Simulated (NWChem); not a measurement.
HSe2F; SMILES F[Se][SeH]

```xyz
4

Se    -0.4065     0.9134    -0.0078
F      1.2053     1.6616    -0.0134
Se     0.0817    -1.3088    -0.0307
H      0.1954    -1.5121     1.4303
```
Atoms are numbered in this order, from 1.

All runs: NWChem. The geometry was optimised at PBE0/def2-SVP.

**Question.** What does the run give for N12/def2-SVP? Quantities: highest occupied level (eV); orbital gap (eV); dipole (D).

**Answer.** 
| Quantity | Result |
|---|---|
| highest occupied level (eV) | -5.47 |
| orbital gap (eV) | 3.14 |
| dipole (D) | 2.14 |
